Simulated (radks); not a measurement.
The numbers below are computed, except where a source is named.
These are the eigenvalues of the occupied orbitals of an atom or ion with whole-number occupations (eV). Code: a radial shooting solver on a logarithmic mesh with Libxc functionals. Model: scalar-relativistic Kohn-Sham, LDA (Slater exchange, VWN5 correlation), spin-polarised, spherical densities, finite nucleus; Fermi nuclear charge, rms radius of each element as measured or else 0.836 A^(1/3) + 0.57 fm.

| orbital | eigenvalue |
|---|---|
| 1s up | -66370.74 |
| 1s down | -66348.13 |
| 2s up | -16133.57 |
| 2s down | -16096.30 |
| 2p up | -15130.09 |

Which element is it, and in what charge state? The configuration may be excited. Open shells, if any, are filled with parallel spins first.

Answer. Z = 69, thulium, charge +64: Tm64+ in [He] 2s2 2p1. The list shows which subshells hold electrons but not how many an open one holds; the 1s level, -2439.1 hartree, gives Z - s = 69.8 by -(Z - s)^2/2, which with screening and relativity narrows Z to a few neighbours, and the depths of the outer levels then fix element, charge and occupations together.
